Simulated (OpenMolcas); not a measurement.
**Pb⁺: effect of correlating more closed shells**

* Program: OpenMolcas
* Basis: ANO-RCC-VTZP [8s7p5d3f2g]
* Scalar Hamiltonian: DKH2, point nucleus
* Active space: 3 electrons in 4 orbitals (6s 6p)
* State averaging: 2S+1 = 4 odd, 1 root (0 in the spin-orbit step); 2S+1 = 2 odd, 3 roots; 2S+1 = 4 even, 3 roots; 2S+1 = 2 even, 9 roots
* Spin-orbit coupling: RASSI with atomic mean-field integrals over the reference wave functions, term energies averaged over their components

Methods on the same reference wave functions:
A. CASSCF
B. SS-CASPT2, IPEA 0.25 Eh, imaginary shift 0.1 Eh (closed shells correlated: none)
C. SS-CASPT2, IPEA 0.25 Eh, imaginary shift 0.1 Eh (closed shells correlated: 5d)
D. SS-CASPT2, IPEA 0.25 Eh, imaginary shift 0.1 Eh (closed shells correlated: 4f 5s 5p 5d)

Energies in cm⁻¹ above 6s² 6p ²P°_1/2, the measured ground level; measured values from NIST Handbook of Basic Atomic Spectroscopic Data.

```
         Level       A       B       C       D  Measured
6s² 6p ²P°_1/2     0.0     0.0     0.0     0.0       0.0
6s² 6p ²P°_3/2   12372   12370   12370   12370     14081
 6s 6p² ⁴P_1/2   50877   53150   59100   59980     57910
 6s 6p² ⁴P_3/2   56945   59470   65640   66550     66125
 6s 6p² ⁴P_5/2   62929   64810   70470   71320          
 6s 6p² ²D_3/2   83110   78350   80670   81260          
 6s 6p² ²D_5/2   85531   81370   84640   85310     88972
 6s 6p² ²P_3/2  107943  104980  100800  101040
```

Deviations, from unrounded energies. A percentage is the sum of absolute deviations over the sum of measured energies, with the sign that they share, or ± where signs differ.

```csv
Against measurement,Levels,A,B,C,D
mean absolute deviation (cm-1),4,5300,5200,1900,2000
fine structure of the ground term (%),1,-12.1,-12.1,-12.1,-12.1
other configurations (%),3,-9.2,-8.9,±2.8,±2.9
```

C, D lie about equally close to measurement and A furthest from it. The largest miss of C in the table is 6s 6p² ²D_5/2, by -4300 cm-1. The ranking rests on the paired levels alone, and a cruder setting can come out closer through cancelling errors.

Among B to D the level of the table that moves most is 6s 6p² ⁴P_3/2, by 7100 cm-1 (lowest in B, highest in D). Moves below CASPT2's spread within the term are not significant.

The two smallest mean deviations differ by little beside CASPT2's spread within terms, so their order carries little weight.

The lowest spin-free term lies below A's lowest term by 0.020 hartree in B, 0.427 hartree in C, 0.739 hartree in D.

What an inner shell adds also hangs on whether the basis holds functions to correlate it.

CASPT2 does not keep the components of a term degenerate, so their means are used; among the terms shown or strongly mixed into the levels shown the widest spread is 1000 cm-1 (6s 6p² ²D, D). Over all roots computed the reference weight is 0.92 to 0.99 in B, 0.86 to 0.93 in C, 0.84 to 0.91 in D; the roots of lowest weight are the least certain, and an intruder state may touch them. Some high roots are left out of the spin-orbit mixing, which shifts the levels that they would mix with. Terms of s pⁿ other than that of highest spin mix with s² pⁿ⁻² d, which this space lacks; all of them can be thousands of cm-1 off, and some have no real level of that name. Spin-orbit splittings of 6p shells tend to come out small when the coupling is added on scalar orbitals. Some levels mix across a computed gap that differs much from the measured one, so their mixing is not that of the real levels (holds for A). Computed and measured levels are paired by configuration, term and J; levels that our copy of the source lacks, or whose pairing is in doubt (as where it misses far off the trend of its configuration), stay unpaired and out of the deviations. Levels of configurations outside the active space are missing. Levels that lie high or do not pair safely by name in every column are left out.

° marks odd parity.
